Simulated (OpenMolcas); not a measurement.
**neutral titanium: effect of the active space**

- Program: OpenMolcas
- Method: CASSCF
- Basis: ANO-RCC-VQZP
- Scalar Hamiltonian: DKH2, point nucleus
- Spin-orbit coupling: RASSI with atomic mean-field integrals over the reference wave functions, term energies averaged over their components

A. 2 electrons in 5 orbitals (3d); 2S+1 = 3 even, 10 roots; 2S+1 = 1 even, 15 roots; cost about 14 core-seconds
B. 4 electrons in 6 orbitals (3d 4s); 2S+1 = 3 even, 55 roots; 2S+1 = 5 even, 10 roots kept (CI in the orbitals of an earlier block); 2S+1 = 1 even, 49 roots kept (CI in the orbitals of an earlier block); cost about 90 core-seconds
C. 4 electrons in 11 orbitals (3d 4s 4d); 2S+1 = 3 even, 48 roots; 2S+1 = 5 even, 10 roots kept (CI in the orbitals of an earlier block); 2S+1 = 1 even, 42 roots kept (CI in the orbitals of an earlier block, 23 in the spin-orbit step); cost of the order of 60 core-seconds

Energies in eV above 3d² 4s² ³F₂, the measured ground level; measured values from NIST Handbook of Basic Atomic Spectroscopic Data.

```tsv
Level	A	B	C	Measured
3d² 4s² ³F₂	0.0000	0.0000	0.0000	0.0000
3d² 4s² ³F₃	0.0224	0.0176	0.0235	0.0211
3d² 4s² ³F₄	0.0517	0.0406	0.0540	0.0480
3d² 4s² ³P₀	1.5780	0.9498	1.2042	1.0460
3d² 4s² ³P₁ [72 %]	1.5857	0.9611	1.2108	1.0529
3d² 4s² ¹G₄ [62 %]	2.0181	1.3849	1.7293	1.5025
```

B puts 3d³ 4s ⁵F₁ lowest.

Deviations, from unrounded energies. A percentage is the sum of absolute deviations over the sum of measured energies, with the sign that they share, or ± where signs differ.

```
                        Against measurement  Levels      A      B      C
             mean absolute deviation (cm-1)       5   2600    510    890
      fine structure of the ground term (%)       2   +7.3  -15.7  +12.2
other terms of the ground configuration (%)       3  +43.9   -8.5  +15.1
```

B lies closest to measurement on these levels and A furthest from it. The largest miss of B in the table is 3d² 4s² ¹G₄ [62 %], by -950 cm-1. The ranking rests on the paired levels alone, and a cruder setting can come out closer through cancelling errors.

The spin-orbit steps hold different terms of 3d² 4s² (B lacks ¹S; C lacks ¹S), which shifts levels as well.

Among A to C the level of the table that moves most is 3d² 4s² ¹G₄ [62 %], by 5100 cm-1 (lowest in B, highest in A).

Without dynamic correlation excited terms often stand tens of per cent too high (terms of higher spin than the ground term too low), and those without a measured partner can miss by more than the paired ones. With the s shell closed, the reference lacks s² → p², s² → d² and s → d mixing, so excited terms can stand far too high and out of order, with CASPT2 too (holds for A). Terms from blocks run as CI alone lack orbitals of their own (holds for B; C). The lowest computed level is not the ground level that NIST lists (3F2) (holds for B). Configurations are named by rounded mean occupations; where the s occupation lies near a half they are strongly mixed, a name can repeat and a true partner stay unpaired (holds for B). Some high roots are left out of the spin-orbit mixing, which shifts the levels that they would mix with (holds for C). Active for correlation alone: 4d; no level in the range computed is led by a configuration that fills it, so any true level of that kind is missing (holds for C). Computed and measured levels are paired by configuration, term and J; levels that our copy of the source lacks, or whose pairing is in doubt (as where it misses far off the trend of its configuration), stay unpaired and out of the deviations. Levels of configurations outside the active space are missing. The table leaves out levels that lie high or whose names do not pair safely across all columns.

A share in square brackets marks a mixed level and gives the weight of the term that names it, the lowest over the columns.
